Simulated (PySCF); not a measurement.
Input file for PySCF: R-B3LYP/6-311+G** on C2H6O (SMILES COC).

```python
from pyscf import gto, scf, dft, mp
from pyscf.data.elements import chemcore

mol = gto.M(
    atom='''
    C    -1.16288316   -0.15186334    0.00026187
    O     0.07034530   -0.78971978    0.24263969
    C     1.17069839    0.06412563    0.02669525
    H    -1.95025284   -0.87964861    0.19070042
    H    -1.23867826    0.19406446   -1.03940830
    H    -1.30551541    0.71194058    0.66344858
    H     1.20460641    0.42090904   -1.01151196
    H     2.07380990   -0.50744214    0.23547663
    H     1.13786967    0.93763416    0.69169781
    ''',
    basis='6-311+g**',
    charge=0, spin=0, verbose=3, max_memory=1800)
mf = dft.RKS(mol, xc='b3lyp')
mf.conv_tol = 1e-8
mf.max_cycle = 100
mf.kernel()
if not mf.converged:
    mf = mf.newton().run(mf.mo_coeff, mf.mo_occ)
```

### Question
What total energy does the run end on?

### Answer
-155.0770 hartree.
